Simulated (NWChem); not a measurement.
BH2OCl; SMILES OBCl

```xyz
5

B     -0.5698     0.5776     0.0000
H     -1.7670     0.7498     0.0000
Cl     0.0859    -1.0750     0.0000
O      0.2455     1.6534     0.0000
H      1.1918     1.4099     0.0000
```
Atoms are numbered in this order, from 1.

The geometry was optimised at PBE-D3(BJ)/def2-SVP.

Symmetry labels are those of Cs in the frame above (b1 and b2, or b-type labels, depend on it). States above −ε(HOMO) = 7.9 eV lie in this functional's continuum and hang on the basis.

List the 6 lowest vertical singlet excitations and the 6 lowest triplet ones from LDA (Slater exchange, VWN5)/6-31+G* (spherical d), full TDDFT (NWChem).


```csv
state,energy (eV),oscillator strength,symmetry,leading excitation (squared amplitude)
S1,6.32,0.002,a",HOMO → LUMO (0.99)
S2,7.16,0.042,a',HOMO → LUMO+1 (0.59)
S3,7.34,0.008,a",HOMO−2 → LUMO (0.99)
S4,7.54,0.147,a',HOMO−1 → LUMO (0.53)
S5,7.61,0.007,a",HOMO−1 → LUMO+1 (1.00)
S6,8.14,0.024,a',HOMO−2 → LUMO+1 (0.95)
T1,6.08,spin-forbidden,a",HOMO → LUMO (0.99)
T2,6.35,spin-forbidden,a',HOMO−1 → LUMO (1.00)
T3,6.82,spin-forbidden,a",HOMO−2 → LUMO (0.99)
T4,7.09,spin-forbidden,a',HOMO → LUMO+1 (1.00)
T5,7.51,spin-forbidden,a",HOMO−1 → LUMO+1 (1.00)
T6,7.60,spin-forbidden,a',HOMO−3 → LUMO (0.99)
```
